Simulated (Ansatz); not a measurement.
Harmonic frequencies (cm⁻¹) at PBE0-D4/def2-TZVP from Ansatz: 2231.

Which molecule is it?
A. `[IH+]`•
B. `S=S` (triplet)
C. `O=BB=O`
D. `[O][Ag]`•

A.
